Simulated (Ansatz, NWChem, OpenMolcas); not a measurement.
**Errors in the atomisation enthalpy at 298 K**

6 molecules; the atomisation enthalpy at 298 K in kJ/mol, computed less measured. Shapes, held fixed at every level: PBE0-D4/def2-TZVP. Thermal terms are harmonic and unscaled (PBE0-D4/def2-TZVP); the spin-orbit lowering of the free atoms is taken from their spectra. Programs: Ansatz 0.2.0, NWChem 7.3.0, OpenMolcas 26.06. A level may come from different programs for different species; with the same settings they agree closely. Measured values: Active Thermochemical Tables, CRC Handbook of Chemistry and Physics, NIST-JANAF tables.

Levels: A = HF/def2-TZVPPD; B = revPBE/STO-3G; C = TPSS/def2-TZVPPD; D = BHLYP-D4/def2-TZVPP; E = B2PLYP/def2-TZVPPD.

```tsv
molecule	from tabulated heats	A	B	C	D	E
HI (hydrogen iodide)	298	-117	+62	+3	-20	-10
N2 (nitrogen)	945	-472	-223	-3	-87	+2
HBS (SMILES B=S)	1015	-264	+321	+9	-31	-1
H2Se (hydrogen selenide)	633	-206	+172	+30	-6	+5
H2Te (hydrogen telluride)	533	-191	+185	+39	+1	+10
N2H (dinitrogen monohydride)	913	-499	-93	+36	-62	+10
```

Task: Sum up the errors.

Result: 
```csv
level,kind,mean error,mean absolute error,worst case
HF/def2-TZVPPD,Hartree–Fock,-291.5,291.5,N2H
revPBE/STO-3G,GGA,+70.7,176.0,HBS
TPSS/def2-TZVPPD,meta-GGA,+19.0,20.0,H2Te
BHLYP-D4/def2-TZVPP,global hybrid,-34.2,34.5,N2
B2PLYP/def2-TZVPPD,double hybrid,+2.7,6.3,HI
```

On this set B2PLYP/def2-TZVPPD has the smallest mean absolute error and HF/def2-TZVPPD the largest. HF/def2-TZVPPD is too low in 6 of 6; TPSS/def2-TZVPPD is too high in 5 of 6; BHLYP-D4/def2-TZVPP is too low in 5 of 6. The heats of H2Se (hydrogen selenide), H2Te (hydrogen telluride) come from older tables and can be uncertain by 10 kJ/mol or more. The molecules' own spin-orbit lowering is left out, so errors for iodides read a little too negative. Heats of the atoms come from ATcT where it has them, that of boron, 570 kJ/mol, from recent work. The levels differ in basis as well as in method. The tabulated value of HBS is in doubt (older tables, estimates, or at odds with other calculations) and kept here. Over the 5 molecules whose values aren't doubted the mean absolute errors are A 297.0; B 147.0; C 22.2; D 35.2; E 7.4. Hartree–Fock lacks correlation and underbinds. Spin contamination: N2H (⟨S²⟩ up to 0.85). Open shells run unrestricted. For atoms past krypton def2 sets carry core potentials with scalar relativity. All-electron rows are non-relativistic unless named. Relativity is left out for Se. Outer-core shells of I, Se, Te are correlated, in sets that cover them unevenly. The set is small.
